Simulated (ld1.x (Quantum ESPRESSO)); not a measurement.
## Before and after: TM semilocal potential for Al (Z = 13)

aluminium, norm-conserving Troullier–Martins (semilocal form), made with ld1.x (Quantum ESPRESSO) 7.5 (PBE, scalar-relativistic). Core [Ne], reference 3s2 3p0 (charge +1). Waves: 3s (bound): rc 1.65 bohr; 3d channel at -0.15 Ry: rc 2.45 bohr; 3p (bound, empty): rc 2.35 bohr. Local part: the p channel. Core correction: a·sin(br)/r model core inside 1.15 bohr.

Change: all radii but the core radius scaled by about 1.06 (s 1.76, p 2.50, d 2.60 bohr).

Cutoffs: the cutoffs (Ry, on a coarse ladder) from which the occupation-weighted sum of valence levels, in a spherical-Bessel basis at the reference potential, stays within 10 and 1 mRy of its value at 400 Ry; they do not see the model core or the augmentation charge, which bear on the density cutoff. Errors are all-electron minus pseudo energies relative to the spin-unpolarised reference configuration.

How do hardness, ghosts and transferability respond?

The potential gets neither clearly harder nor softer (10 Ry and 30 Ry → 10 Ry and 30 Ry); of the 7 tests that both files solve, the error grows in 0 and shrinks in 1 by more than 15 % and 0.3 meV (median size 2.7 → 2.6 meV); neither file shows a bound ghost. A semilocal file is local in each channel, so a ghost entry of none says nothing of the separable form that plane-wave codes build from it.

| quantity | base | changed |
| --- | --- | --- |
| cutoff, loose | 10 Ry | 10 Ry |
| cutoff, tight | 30 Ry | 30 Ry |
| bound ghosts | none | none |
| error for 3s2 3p1, meV [ΔE -5.76 eV] | +2.1 | +2.1 |
| error for 3s1 3p0, meV [ΔE 19.23 eV] | +4.7 | +4.5 |
| error for 3s2 3p0.5, meV [ΔE -3.68 eV] | +0.8 | +0.8 |
| error for 3s1 3p2, meV [ΔE -0.62 eV] | -3.1 | -2.7 |
| error for 3s2 3p1.3, meV [ΔE -6.34 eV] | +2.7 | +2.6 |
| error for 3s1 3p1, meV [ΔE 5.81 eV] | -2.7 | -2.4 |
| error for 3s0 3p3, meV [ΔE 4.69 eV] | -13 | -11 |
